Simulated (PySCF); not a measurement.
C₆H₄N₂, SMILES C#Cc1cncnc1. Atoms are numbered in the order given.

```xyz
12

C      0.0000     0.0000     3.1972
C      0.0000     0.0000     1.9844
C      0.0000     0.0000     0.5607
C      0.0000     1.1880    -0.1894
N      0.0000     1.1879    -1.5145
C      0.0000     0.0000    -2.1131
N      0.0000    -1.1879    -1.5145
C      0.0000    -1.1880    -0.1894
H      0.0000     0.0000     4.2719
H      0.0000     2.1588     0.3188
H      0.0000     0.0000    -3.2094
H      0.0000    -2.1588     0.3188
```

Geometry optimised at PBE0-D3(BJ)/def2-SVP.

The numbers are results of TDA-M06-2X/def2-SVPD run with PySCF 2.14.0, not measurements.

Vertical excitations. The molecule is in vacuum. State labels are in the subgroup C2v.

Problem. Give excitation energies, oscillator strengths and character. (An estimate is asked for; the answer gives what the named calculation found.)

Solution. 
```
state  symmetry  energy (eV)  λ (nm)      f                          main pairs
-----  --------  -----------  ------  -----  ----------------------------------
S1           B1         4.45     279  0.008                  HOMO−1→LUMO+1 93 %
S2           A2         4.48     277  0.000                    HOMO−1→LUMO 95 %
S3           A2         5.56     223  0.000  HOMO−2→LUMO 63 %, HOMO→LUMO+4 18 %
S4           B2         5.57     223  0.037  HOMO→LUMO+1 78 %, HOMO−4→LUMO 19 %
S5           A1         5.73     216  0.404                      HOMO→LUMO 84 %
S6           A2         6.06     205  0.000                  HOMO−3→LUMO+1 91 %
S7           B1         6.10     203  0.004                    HOMO−3→LUMO 95 %
S8           A2         6.39     194  0.000  HOMO→LUMO+4 66 %, HOMO−2→LUMO 23 %
S9           B1         7.04     176  0.000                  HOMO−2→LUMO+1 94 %
S10          B1         7.13     174  0.007                    HOMO→LUMO+2 95 %
T1           B1         3.98     311      0                  HOMO−1→LUMO+1 89 %
T2           A1         3.99     311      0                      HOMO→LUMO 92 %
T3           A2         4.29     289      0                    HOMO−1→LUMO 89 %
T4           B2         4.62     269      0                    HOMO→LUMO+1 91 %
```
Triplets are in the Tamm–Dancoff approximation.
